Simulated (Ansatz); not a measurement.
C$_{2}$H$_{6}$O$_{2}$SSi, SMILES `OC(=S)OC[SiH3]`, relaxed with RKS PBE0-D4/def2-TZVP in the Gaussian-basis code of Ansatz from a PBE-D4/def2-SVP geometry. The force threshold is 0.005 eV/Å; the program also tests the step.

The species carries charge 0 and has multiplicity 1.

Start:

```xyz
12

O    -2.034    1.119   -0.205
C    -0.951    1.356   -0.973
S    -0.900    2.472   -2.186
O     0.087    0.583   -0.647
C    -0.042   -0.375    0.434
Si    1.619   -1.305    0.589
H    -2.715    1.740   -0.543
H    -0.298    0.148    1.380
H    -0.877   -1.077    0.222
H     1.923   -2.026   -0.692
H     2.720   -0.338    0.912
H     1.468   -2.298    1.709
```

Problem. By how much does the energy fall, and how many steps does the optimiser take? (Estimate.)

Solution. Computed: 0.05 eV, in 6 steps.

Problem. Which bonds change most? (Best estimate.)

Solution. Ansatz gave: C2–O4 from 1.335 to 1.315 Å; Si6–H12 from 1.504 to 1.486 Å; C5–Si6 from 1.910 to 1.892 Å; Si6–H11 from 1.501 to 1.483 Å.

Problem. Give the relaxed structure. (Estimate.)

Solution. Computed: 
```xyz
12

O    -2.013    1.116   -0.206
C    -0.940    1.340   -0.962
S    -0.882    2.444   -2.164
O     0.081    0.576   -0.641
C    -0.045   -0.376    0.431
Si    1.603   -1.292    0.583
H    -2.692    1.725   -0.527
H    -0.295    0.143    1.361
H    -0.862   -1.071    0.216
H     1.903   -2.004   -0.682
H     2.688   -0.331    0.900
H     1.453   -2.270    1.692
```
